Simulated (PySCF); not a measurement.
## Selenium: a sound run and one with changed settings

Sound run: Se⁺ [Ar] 3d10 4s2 4p3, Se²⁺ [Ar] 3d10 4s2 4p2. All numbers are calculated (PySCF 2.14, no relativity, point nucleus, in 6-31G* (5s4p3d, 32 functions)). In the sound run the correlated levels freeze [Ar] 3d10. The sound run starts from symmetry-adapted Hartree-Fock orbitals and uses a fine grid where one is needed.

Changed run: scalar relativity by spin-free X2C-1e. This setting is unsound on purpose.

| species | method | sound run (hartree) | changed run (hartree) | converged |
| --- | --- | --- | --- | --- |
| Se⁺ | UHF | -2399.21035 | -2421.14499 | yes |
| Se⁺ | M06-2X | -2400.87026 | -2422.80442 | yes |
| Se⁺ | BP86 | -2401.10070 | -2423.03331 | yes |
| Se⁺ | MP2 | -2399.26649 | -2421.20079 | yes |
| Se⁺ | CCSD(T) | -2399.28212 | -2421.21613 | yes |
| Se²⁺ | UHF | -2398.44268 | -2420.37336 | yes |
| Se²⁺ | M06-2X | -2400.08570 | -2422.01610 | yes |
| Se²⁺ | BP86 | -2400.31106 | -2422.23961 | yes |
| Se²⁺ | MP2 | -2398.48662 | -2420.41701 | yes |
| Se²⁺ | CCSD(T) | -2398.50440 | -2420.43438 | yes |

Ionisation energy of Se⁺:

```json
{"method": "UHF", "sound run (eV)": "20.889", "changed run (eV)": "20.997"}
{"method": "M06-2X", "sound run (eV)": "21.349", "changed run (eV)": "21.451"}
{"method": "BP86", "sound run (eV)": "21.487", "changed run (eV)": "21.598"}
{"method": "MP2", "sound run (eV)": "21.221", "changed run (eV)": "21.328"}
{"method": "SCS-MP2", "sound run (eV)": "21.103", "changed run (eV)": "21.210"}
{"method": "CCSD", "sound run (eV)": "21.160", "changed run (eV)": "21.270"}
{"method": "CCSD(T)", "sound run (eV)": "21.163", "changed run (eV)": "21.272"}
```

Most of the change in total energy is the relativistic energy itself. On top of that the contraction fixes the core shape for the Hamiltonian it was made with, so the changed run is not a good calculation with the other Hamiltonian either.

For comparison, NIST gives 21.196 ± 0.01 eV between the lowest levels.
